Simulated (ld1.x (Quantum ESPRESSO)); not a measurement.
What one change does to a pseudopotential (In, TM)

```json
{"Element": "indium (In)", "Generator": "ld1.x (Quantum ESPRESSO) 7.5", "Type": "norm-conserving Troullier–Martins (Kleinman–Bylander form)", "Functional": "PBE", "Relativity": "scalar-relativistic", "Frozen core": "[Kr] 4d10", "Valence charge": "3", "Reference configuration": "5s2 5p0.5 (charge +0.5)", "Partial waves": "5s (bound): rc 1.55 bohr; 5p (bound): rc 2.85 bohr; 5d channel at 0.05 Ry: rc 2.30 bohr", "Local potential": "the d channel", "Core correction": "none"}
```

Change: all radii scaled by about 1.13 (s 1.76, p 3.22, d 2.60 bohr).

Cutoffs: the cutoffs (Ry, on a coarse ladder) from which the occupation-weighted sum of valence levels, in a spherical-Bessel basis at the reference potential, stays within 10 and 1 mRy of its value at 400 Ry; they do not see the model core or the augmentation charge, which bear on the density cutoff. Errors are all-electron minus pseudo energies relative to the spin-unpolarised reference configuration.

Q: How do hardness, ghosts and transferability respond?

A: The potential gets softer (35 Ry and 120 Ry → 21 Ry and 50 Ry); both files keep a bound ghost (p, s); of the 7 tests that both files solve, the error grows in 0 and shrinks in 2 by more than 15 % and 0.3 meV (median size 18.7 → 19.0 meV). A larger radius leaves more room for a smooth pseudo-wave, so fewer plane waves are needed.

| quantity | base | changed |
| --- | --- | --- |
| cutoff, loose | 35 Ry | 21 Ry |
| cutoff, tight | 120 Ry | 50 Ry |
| loose cutoff by channel (10 mRy a level) | s 30 Ry, p 6 Ry | s 10 Ry, p 8 Ry |
| bound ghosts | s, p | s, p |
| error for 5s2 5p1, meV [ΔE -1.94 eV] | +5.8 | +4.9 |
| error for 5s2 5p0, meV [ΔE 3.42 eV] | +9.2 | +8.0 |
| error for 5s1 5p0, meV [ΔE 22.66 eV] | +107 | +99 |
| error for 5s1 5p1, meV [ΔE 10.02 eV] | +19 | +19 |
| error for 5s1 5p2, meV [ΔE 3.90 eV] | +49 | +49 |
| error for 5s0 5p3, meV [ΔE 10.01 eV] | +195 | +164 |
| error for 5s2 5p1.3, meV [ΔE -2.47 eV] | +11 | +9.7 |

 A true bound ghost makes a file unfit for plane-wave use even where its test errors are small: the radial tests pick states by their node count and pass the ghost by.
